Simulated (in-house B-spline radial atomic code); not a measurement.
A calculation on Cr: its settings, and results tabulated from the run. Method: non-relativistic BHandHLYP, spin-polarised, spherical fractional occupations, exact exchange averaged over the configuration, point nucleus. Calculated with a radial B-spline atomic code at the basis-set limit.

Command:
```bash
python run_scf.py task.json out
```
Settings:
```
Z                24
configuration    [Ar] 3d5 4s1
hamiltonian      nr
method           bhandhlyp
spin_polarised   True
exact_exchange   averaged over the configuration
```

Output (hartree, bohr):
```
 radial grid: 57 intervals, B-splines of order 8, outer radius 50 bohr

 iter        energy (Eh)    residual
    1       -1035.050031    3.41e-01
    2       -1038.673281    4.23e-01
    3       -1044.037554    9.30e-02
    4       -1044.388707    3.28e-02
    5       -1044.424019    5.50e-03
    6       -1044.424596    4.02e-03
    7       -1044.425006    2.28e-03
    8       -1044.425184    3.64e-04
    9       -1044.425189    7.33e-05
   10       -1044.425190    6.48e-06
   11       -1044.425190    4.02e-07
   12       -1044.425190    7.73e-09

 total energy                     -1044.42519
 kinetic                            1043.6256
 electron-nucleus                  -2483.2646
 Hartree                             444.0145
 exact exchange                      -23.8624
 exchange-correlation                -24.9383

 orbital      occ     eigenvalue          <r>       <r^2>       <1/r>     <1/r^2>     <1/r^3>       r_max
 1s up      1.000      -217.4138    0.0641669  0.00552303     23.5248     1114.28           -     0.04225
 1s down    1.000      -217.4130    0.0641666  0.00552295     23.5248     1114.28           -     0.04225
 2s up      1.000       -25.2102     0.295374    0.103002     4.99069     102.157           -      0.2457
 2s down    1.000       -25.1316     0.294742    0.102502     5.00076     102.533           -      0.2455
 2p up      3.000       -21.3614     0.260932   0.0837295     4.92257     33.3123     350.096      0.1989
 2p down    3.000       -21.2912     0.260078    0.083082     4.93396     33.4408     351.775      0.1986
 3s up      1.000        -3.0750     0.910574    0.957541     1.54157      14.522           -      0.7836
 3s down    1.000        -2.8335     0.914094    0.965781      1.5334     14.3212           -      0.7837
 3p up      3.000        -1.9729     0.972665     1.11845     1.41007     4.40174     40.4956      0.8028
 3p down    3.000        -1.6994      0.97963     1.13593     1.39795     4.31415      39.506      0.8034
 3d up      5.000        -0.2523       1.3999     2.68078    0.998483     1.41628     2.92608      0.8444
 4s up      1.000        -0.1889      3.50582     14.3229    0.367281    0.866752           -       2.812
```

Time taken, with all properties: 0.47 s on 1 thread of Arm Neoverse N1, with other jobs on the host.
